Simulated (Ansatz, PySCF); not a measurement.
C4H10Si2, SMILES C1[SiH2][Si@H](C=C1)C. Atoms are numbered in the order given.

```xyz
16

C      2.5414     0.0001     0.5512
Si     0.9624    -0.5272    -0.3310
C     -0.2799    -1.3501     0.8163
C     -1.4949    -0.7891     0.9618
C     -1.9600     0.4571     0.2541
Si    -0.5647     1.1682    -0.8494
H      3.0776    -0.8759     0.9488
H      3.2176     0.5294    -0.1375
H      2.3079     0.6719     1.3909
H      1.3206    -1.4200    -1.4809
H     -0.0611    -2.2641     1.3818
H     -2.2257    -1.2564     1.6380
H     -2.8527     0.2284    -0.3549
H     -2.3007     1.2051     0.9916
H     -0.9952     1.2665    -2.2786
H     -0.1604     2.5361    -0.3934
```
Charge 0, spin multiplicity 1.

The structure is a stationary point at PBE0-D3(BJ)/def2-SVP. The structure was generated by enumeration; whether it is a known compound was not checked. Other conformers were not sampled.

Two levels are set side by side: PBE-D3(BJ)/def2-SVP (Ansatz, a quantum-chemistry and plane-wave program) and PBE0-D3(BJ)/def2-SVP (Ansatz). Each level has its own optimised geometry; the coordinates shown are those of the second. Frequencies come from the Hessian of PySCF at each geometry. Differences are taken from unrounded values.

```json
[
 {"quantity": "mean bond length (Å)", "PBE0-D3(BJ)": "1.442"},
 {"quantity": "bond C1–Si2 (Å)", "PBE0-D3(BJ)": "1.884"},
 {"quantity": "bond Si2–C3 (Å)", "PBE0-D3(BJ)": "1.881"},
 {"quantity": "bond Si2–Si6 (Å)", "PBE0-D3(BJ)": "2.340"},
 {"quantity": "bond C3–C4 (Å)", "PBE0-D3(BJ)": "1.346"},
 {"quantity": "bond C4–C5 (Å)", "PBE0-D3(BJ)": "1.507"},
 {"quantity": "bond C5–Si6 (Å)", "PBE0-D3(BJ)": "1.916"},
 {"quantity": "bond C1–H7 (Å)", "PBE0-D3(BJ)": "1.101"},
 {"quantity": "bond C1–H8 (Å)", "PBE0-D3(BJ)": "1.101"},
 {"quantity": "bond C1–H9 (Å)", "PBE0-D3(BJ)": "1.100"},
 {"quantity": "bond Si2–H10 (Å)", "PBE0-D3(BJ)": "1.499"},
 {"quantity": "bond C3–H11 (Å)", "PBE0-D3(BJ)": "1.097"},
 {"quantity": "bond C4–H12 (Å)", "PBE0-D3(BJ)": "1.100"},
 {"quantity": "bond C5–H13 (Å)", "PBE0-D3(BJ)": "1.105"},
 {"quantity": "bond C5–H14 (Å)", "PBE0-D3(BJ)": "1.104"},
 {"quantity": "bond Si6–H15 (Å)", "PBE0-D3(BJ)": "1.496"},
 {"quantity": "bond Si6–H16 (Å)", "PBE0-D3(BJ)": "1.498"},
 {"quantity": "highest harmonic wavenumber (cm⁻¹)", "PBE0-D3(BJ)": "3177"},
 {"quantity": "mean harmonic wavenumber (cm⁻¹)", "PBE0-D3(BJ)": "1288"},
 {"quantity": "zero-point energy (kcal/mol)", "PBE0-D3(BJ)": "77.35"}
]
```

What does PBE-D3(BJ) give, and how far is it from PBE0-D3(BJ)? (The exact figures need the calculation; the answer reports its results.)


| quantity | PBE-D3(BJ) | PBE-D3(BJ) minus PBE0-D3(BJ) |
|---|---|---|
| mean bond length (Å) | 1.451 | 0.009 |
| bond C1–Si2 (Å) | 1.896 | 0.012 |
| bond Si2–C3 (Å) | 1.890 | 0.009 |
| bond Si2–Si6 (Å) | 2.349 | 0.009 |
| bond C3–C4 (Å) | 1.357 | 0.011 |
| bond C4–C5 (Å) | 1.513 | 0.007 |
| bond C5–Si6 (Å) | 1.929 | 0.013 |
| bond C1–H7 (Å) | 1.109 | 0.008 |
| bond C1–H8 (Å) | 1.109 | 0.008 |
| bond C1–H9 (Å) | 1.108 | 0.008 |
| bond Si2–H10 (Å) | 1.510 | 0.011 |
| bond C3–H11 (Å) | 1.105 | 0.008 |
| bond C4–H12 (Å) | 1.108 | 0.008 |
| bond C5–H13 (Å) | 1.113 | 0.008 |
| bond C5–H14 (Å) | 1.113 | 0.008 |
| bond Si6–H15 (Å) | 1.506 | 0.010 |
| bond Si6–H16 (Å) | 1.508 | 0.010 |
| highest harmonic wavenumber (cm⁻¹) | 3084 | -93 |
| mean harmonic wavenumber (cm⁻¹) | 1246 | -42 |
| zero-point energy (kcal/mol) | 74.82 | -2.54 |

GGA bonds tend to be longer and softer than those of functionals with exact exchange. Differences between two approximate levels are no errors against the true value.
